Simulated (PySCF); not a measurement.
C7H8.
SMILES with atom numbers: `[CH3:1][C@@:2]12[CH:3]=[CH:4][C@H:5]3[C@@H:6]1[C@@H:7]23` (hydrogens: H8, H9, H10 on C1; H11 on C3; H12 on C4; H13 on C5; H14 on C6; H15 on C7)

The same species was optimised twice, with GFN2-xTB and with PBE0-D3(BJ)/def2-SVP (PySCF), and the same property calculations (PySCF, gas phase) were run on both structures.

| coordinate | GFN2-xTB | PBE0-D3(BJ)/def2-SVP | change |
| --- | --- | --- | --- |
| C2–C3 (Å) | 1.495 | 1.512 | +0.017 |
| C4–C5 (Å) | 1.489 | 1.506 | +0.017 |
| C6–C7 (Å) | 1.457 | 1.444 | -0.013 |
| C3=C4 (Å) | 1.329 | 1.338 | +0.009 |
| C2–C7 (Å) | 1.520 | 1.522 | +0.002 |
| C2–C6 (Å) | 1.521 | 1.522 | +0.001 |
| C5–C6 (Å) | 1.515 | 1.516 | +0.001 |
| C1–C2 (Å) | 1.502 | 1.501 | -0.001 |
| C5–C7 (Å) | 1.516 | 1.516 | 0.000 |
| C1–C2–C3 (°) | 121.8 | 122.6 | +0.8 |
| C6–C2–C7 (°) | 57.3 | 56.6 | -0.7 |
| C6–C5–C7 (°) | 57.5 | 56.9 | -0.6 |
| C2–C7–C5 (°) | 89.4 | 89.9 | +0.5 |
| C2–C6–C5 (°) | 89.4 | 89.9 | +0.5 |
| C1–C2–C7 (°) | 122.4 | 121.9 | -0.5 |
| C1–C2–C6 (°) | 122.3 | 121.9 | -0.4 |
| C3–C4–C5 (°) | 105.5 | 105.1 | -0.4 |

Rotational constants: A = 5328, B = 3191, C = 2343 MHz (GFN2-xTB) against A = 5267, B = 3164, C = 2313 MHz (PBE0-D3(BJ)/def2-SVP). Point groups within 0.08 Å: Cs and Cs.

On the GFN2-xTB structure: lowest singlet, TDDFT (eV) 5.45 [B3LYP/def2-SVPD]; lowest triplet, Tamm–Dancoff (eV) 3.60 [B3LYP/def2-SVPD]; isotropic polarisability (au) 72.1 [B3LYP/def2-SVPD]; HOMO (eV) -6.02 [B3LYP/def2-SVPD]; LUMO (eV) -0.01 [B3LYP/def2-SVPD]; dipole (D) 0.93 [B3LYP/def2-SVPD]; HOMO (eV) -6.21 [PBE0/pcSseg-1]; LUMO (eV) 0.33 [PBE0/pcSseg-1]; dipole (D) 0.97 [PBE0/pcSseg-1]; GIAO shielding of C1 (ppm) 172.3 [PBE0/pcSseg-1]; GIAO shielding of C2 (ppm) 139.6 [PBE0/pcSseg-1]; GIAO shielding of C3 (ppm) 43.5 [PBE0/pcSseg-1]; GIAO shielding of C4 (ppm) 42.6 [PBE0/pcSseg-1]; GIAO shielding of C5 (ppm) 149.7 [PBE0/pcSseg-1]; GIAO shielding of C6/C7 (mean) (ppm) 128.8 [PBE0/pcSseg-1].

Question: What do these properties become on the PBE0-D3(BJ)/def2-SVP structure?

Answer: 
```
                                    property            level  on GFN2-xTB  on PBE0-D3(BJ)/def2-SVP  change
                  lowest singlet, TDDFT (eV)  B3LYP/def2-SVPD         5.45                     5.46   +0.01
           lowest triplet, Tamm–Dancoff (eV)  B3LYP/def2-SVPD         3.60                     3.58   -0.02
               isotropic polarisability (au)  B3LYP/def2-SVPD         72.1                     73.5    +1.4
                                   HOMO (eV)  B3LYP/def2-SVPD        -6.02                    -6.04   -0.02
                                   LUMO (eV)  B3LYP/def2-SVPD        -0.01                    -0.04   -0.03
                                  dipole (D)  B3LYP/def2-SVPD         0.93                     0.94   +0.01
energy, GFN2-xTB geometry as zero (kcal/mol)  B3LYP/def2-SVPD          0.0                     -1.5    -1.5
                                   HOMO (eV)    PBE0/pcSseg-1        -6.21                    -6.23   -0.02
                                   LUMO (eV)    PBE0/pcSseg-1         0.33                     0.30   -0.03
                                  dipole (D)    PBE0/pcSseg-1         0.97                     0.99   +0.02
energy, GFN2-xTB geometry as zero (kcal/mol)    PBE0/pcSseg-1          0.0                     -0.7    -0.7
                  GIAO shielding of C1 (ppm)    PBE0/pcSseg-1        172.3                    170.3    -2.0
                  GIAO shielding of C2 (ppm)    PBE0/pcSseg-1        139.6                    138.8    -0.8
                  GIAO shielding of C3 (ppm)    PBE0/pcSseg-1         43.5                     40.7    -2.8
                  GIAO shielding of C4 (ppm)    PBE0/pcSseg-1         42.6                     40.3    -2.3
                  GIAO shielding of C5 (ppm)    PBE0/pcSseg-1        149.7                    148.5    -1.2
        GIAO shielding of C6/C7 (mean) (ppm)    PBE0/pcSseg-1        128.8                    128.5    -0.3
```

The heavy atoms differ by 0.012 Å rms after alignment. Among bonds between heavy atoms C2–C3 and C4–C5 change most and about equally (+0.017 Å). Changes are differences of the printed values. Neither structure is proved a minimum here.
